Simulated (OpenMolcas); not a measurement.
## How basis sets differ on GeH2O (SMILES [OH][GeH])

GeH2O: 4 atoms, total charge 0, spin state singlet. SMILES: `[OH][GeH]`. Geometry: a GFN2-xTB relaxation, a rough one for these elements and not checked as a minimum.

Quantity: the HOMO–LUMO gap, in eV. The values are calculated.

```
                           level          kind     program  value (eV)
                       HF/STO-3G  Hartree–Fock  OpenMolcas       11.51
                        HF/3-21G  Hartree–Fock  OpenMolcas        9.91
HF/6-31G** (spherical functions)  Hartree–Fock  OpenMolcas        9.95
                     HF/def2-SVP  Hartree–Fock  OpenMolcas       10.09
```

All-electron rows without a relativistic Hamiltonian named are non-relativistic. The values span 9.91 to 11.51 eV. A Hartree–Fock LUMO above zero doesn't converge with the basis: it sinks as sets grow more diffuse. Orbital gaps aren't excitation energies.
